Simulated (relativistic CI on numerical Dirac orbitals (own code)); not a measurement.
**Magnetism of Rh4+, 4d5, in a crystal field**

Calculated by Dirac-Coulomb-Breit CI, separate exchange-only KLI orbitals for each configuration, model QED (radiative potential, 1s self-energy scaled to tabulated hydrogen-like ionisation energies), valence Slater integrals scaled by 0.9, one configuration in a parametric crystal field (own radial code). With so little scaling, terms lie 10 to 35 % too far apart, which can change the order of excited levels.

Field parameters in Wybourne normalisation: D4h B²₀ = −7Ds, B⁴₀ = 21(Dq − Dt), B⁴₄ = 21√(5/14) Dq. The field is a parameter set, without covalency.

S is read from ⟨S²⟩ = S(S + 1).

Powder χT (cm³ K mol⁻¹) by Van Vleck's formula, with temperature-independent terms:

| Field | 2 K | 5 K | 10 K | 20 K | 50 K | 100 K | 200 K | 300 K |
| --- | --- | --- | --- | --- | --- | --- | --- | --- |
| D4h, 10Dq = 18100, Ds = -1500, Dt = -470 cm⁻¹ | 2.06 | 2.17 | 2.36 | 2.72 | 3.39 | 3.79 | 4.02 | 4.08 |
| D4h, 10Dq = 18100, Ds = -1090, Dt = -470 cm⁻¹ | 2.06 | 2.17 | 2.35 | 2.7 | 3.39 | 3.82 | 4.05 | 4.11 |
| D4h, 10Dq = 18100, Ds = -680, Dt = -470 cm⁻¹ | 2.02 | 2.12 | 2.3 | 2.64 | 3.36 | 3.82 | 4.06 | 4.12 |
| D4h, 10Dq = 18100, Ds = -270, Dt = -470 cm⁻¹ | 1.96 | 2.05 | 2.21 | 2.53 | 3.27 | 3.79 | 4.05 | 4.11 |
| D4h, 10Dq = 18100, Ds = 140, Dt = -470 cm⁻¹ | 1.87 | 1.96 | 2.1 | 2.38 | 3.11 | 3.7 | 4.01 | 4.09 |
| D4h, 10Dq = 18100, Ds = 550, Dt = -470 cm⁻¹ | 1.76 | 1.84 | 1.95 | 2.19 | 2.84 | 3.51 | 3.92 | 4.02 |
| D4h, 10Dq = 18100, Ds = 950, Dt = -470 cm⁻¹ | 1.63 | 1.68 | 1.77 | 1.94 | 2.45 | 3.13 | 3.69 | 3.87 |
| D4h, 10Dq = 18100, Ds = 1360, Dt = -470 cm⁻¹ | 1.41 | 1.44 | 1.49 | 1.59 | 1.89 | 2.39 | 3.09 | 3.42 |

Problem. For D4h, 10Dq = 18100, Ds = -1090, Dt = -470 cm⁻¹: what effective moment follows at 300 K?

Solution. μ_eff = √(8χT) = 5.73 μB. The ground level has S = 2.39; the spin-only moment for S = 5/2 is 5.92 μB. The difference comes from the orbital moment, spin-orbit mixing of terms and temperature-independent paramagnetism, all larger in this ionic model than in covalent complexes.
